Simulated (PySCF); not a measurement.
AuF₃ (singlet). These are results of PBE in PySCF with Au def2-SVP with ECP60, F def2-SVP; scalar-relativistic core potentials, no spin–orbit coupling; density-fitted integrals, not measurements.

Harmonic bands of its minimum:

```csv
ω (cm⁻¹),IR (km/mol)
50,3.7
183,8.5
200,7.3
581,7.0
587,0.3
635,72.8
```

**Question.** The central atom is Au. Infer the point group and assign the bands.

**Answer.** Cs. The modes span 5a' + a'': 50 a', 183 a'', 200 a', 581 a', 587 a', 635 a'. The computed geometry has Au–F 1.914 Å, Au–F 1.924 Å (×2); F–Au–F 92.6°, F–Au–F 97.6°, F–Au–F 169.8°.

Stability towards spin polarisation was not tested. Only a few start shapes were tried, so a lower isomer may exist. With an element this heavy the missing spin–orbit coupling can shift these numbers.
